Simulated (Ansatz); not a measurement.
Relaxation of C₂H₇NTe (11 atoms, charge 0, multiplicity 1), to a largest force component of 0.02 eV/Å in at most 50 steps.

Theory: RKS PBE/def2-SVP (Ansatz).

```xyz
11
Properties=species:S:1:pos:R:3
C -0.949 0.978 0.043
C -0.110 -0.195 0.265
N 1.258 0.222 0.353
Te -0.287 -1.602 -1.339
H -0.729 1.512 -0.944
H -0.875 1.765 0.861
H -2.035 0.710 -0.007
H 0.914 0.718 1.200
H 1.614 0.566 -0.531
H 1.862 -0.623 0.626
H 0.692 -2.728 -0.515
```

Q: Where does it end, and by what steps?

A: It converged. After 13 steps the energy has fallen by 0.993 eV; H11 moved furthest, 0.77 Å.

```csv
step,energy less start (eV),largest force component (eV/Å),accepted
0,0.0000,2.520,yes
1,-0.5586,1.408,yes
2,-0.8713,0.965,yes
3,-0.9473,0.598,yes
4,-0.9699,0.394,yes
5,-0.7500,1.877,no
6,-0.9895,0.089,yes
7,-0.9918,0.123,yes
8,-0.9913,0.075,no
9,-0.9923,0.091,yes
10,-0.9921,0.087,no
11,-0.9933,0.026,yes
12,-0.9933,0.016,no
13,-0.9934,0.008,yes
```

```xyz
11
Properties=species:S:1:pos:R:3
C -1.007 0.916 -0.009
C -0.098 -0.264 0.253
N 1.301 0.305 0.388
Te -0.039 -1.670 -1.391
H -0.720 1.599 -0.864
H -1.068 1.574 0.893
H -2.040 0.570 -0.206
H 1.376 0.819 1.286
H 1.662 0.988 -0.355
H 1.983 -0.470 0.417
H 0.004 -3.044 -0.400
```

Time of the run: 29 s on 2 threads of Arm Neoverse V2 (shared host), peak memory 0.14 GiB.
